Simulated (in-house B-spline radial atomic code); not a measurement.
The numbers below are computed, except where a source is named.
Making a Troullier-Martins s channel for Fe, r_c = 0.99 bohr

Fe, [Ar] 3d6 4s2, non-relativistic PBE, spherical and spin-unpolarised, from a B-spline radial code for spherical atoms (atomic units). The all-electron 3s level is ε = -3.378821 hartree, its outermost node lies just inside 0.34 bohr and its outer maximum at 0.71 bohr.

Inside r_c the pseudo-orbital is u(r) = r^1 exp(p(r)), with p = c0 + c2 r² + c4 r⁴ + … + c12 r¹². The seven coefficients follow from p and its first four derivatives at r_c, from zero curvature of the screened potential at the origin, c4 = −c2²/(2l + 5), and from the norm inside r_c. At r_c the all-electron orbital has P = 0.9686011, P' = -1.39725, the screened potential V = -3.721864, V' = 8.82094, V'' = -28.46734, and the norm inside is Q = 0.7443605.

**Question.** What are p, p' and p'' at r_c?

**Answer.** p = ln(P/r_c^1) = ln(0.9686011/0.99) = -0.02185. p' = P'/P − 1/r_c = -1.44254 − 1.01010 = -2.45265. The radial equation gives p'' = 2(V − ε) − 2(1) p'/r_c − p'² = -0.68609 − (-4.95484) − 6.01547 = -1.74672. Differentiating, p''' = 2V' + 2(1)p'/r_c² − 2(1)p''/r_c − 2p'p'' = 7.5976, and p'''' = 2V'' − 4(1)p'/r_c³ + 4(1)p''/r_c² − 2(1)p'''/r_c − 2p''² − 2p'p''' = -38.135.

For a trial c2 the five matching conditions are linear in c0, c6, c8, c10 and c12, and c2 is varied until the norm inside r_c equals Q. The root nearest zero gives:

```tsv
n	c_n
0	0.4266118
2	1.163508
4	-0.2707501
6	-7.374171
8	11.28992
10	-6.795461
12	1.513875
```

**Question.** Check c4 and p(r_c), and find the screened pseudopotential at the origin.

**Answer.** −c2²/5 = -0.27075, as listed. The terms c_n r_c^n are 0.42661, 1.14035, -0.26008, -6.94264, 10.41772, -6.14569, 1.34188, which sum to -0.02185. Inverting the radial equation, V_l(r) = ε + 1 p'/r + (p'' + p'²)/2, so V_l(0) = ε + (2l + 3) c2 = -3.378821 + 3 × (1.16351) = 0.1117 hartree, finite where the all-electron potential diverges.

Orbitals and screened potentials:

```csv
r (bohr),P,u,V all-electron,V pseudo
0.099,-0.2257,0.1534,-188.4,0.09687
0.248,-0.4909,0.4071,-52.15,-0.414
0.396,0.4018,0.7074,-24.07,-2.62
0.544,1.038,1.02,-13.54,-6.316
0.693,1.234,1.203,-8.311,-8.178
0.842,1.156,1.154,-5.412,-6.028
0.99,0.9686,0.9686,-3.722,-3.722
```

Logarithmic derivatives P'/P at R = 1.29 bohr, for energies E around ε:

```json
{"E − ε (hartree)": "-0.5", "all-electron": "-0.138202", "pseudo": "-0.142436"}
{"E − ε (hartree)": "-0.25", "all-electron": "-0.868381", "pseudo": "-0.870074"}
{"E − ε (hartree)": "-0.1", "all-electron": "-1.46934", "pseudo": "-1.46972"}
{"E − ε (hartree)": "0", "all-electron": "-1.97674", "pseudo": "-1.97674"}
{"E − ε (hartree)": "0.1", "all-electron": "-2.60833", "pseudo": "-2.60896"}
{"E − ε (hartree)": "0.25", "all-electron": "-3.92004", "pseudo": "-3.92641"}
{"E − ε (hartree)": "0.5", "all-electron": "-8.39312", "pseudo": "-8.4708"}
```

**Question.** With P(R) = 0.5730188 and a norm of 0.923256 inside R, what slope in energy does norm conservation fix?

**Answer.** d(P'/P)/dE = −2 × (norm inside R)/P(R)² = -5.6236 per hartree·bohr at E = ε, for both atoms, since orbital and norm agree at R. Differences over ±0.1 hartree give -5.6949 (all-electron) and -5.6962 (pseudo), which also hold third-order terms. Half a hartree below ε the two curves differ by -0.0042.
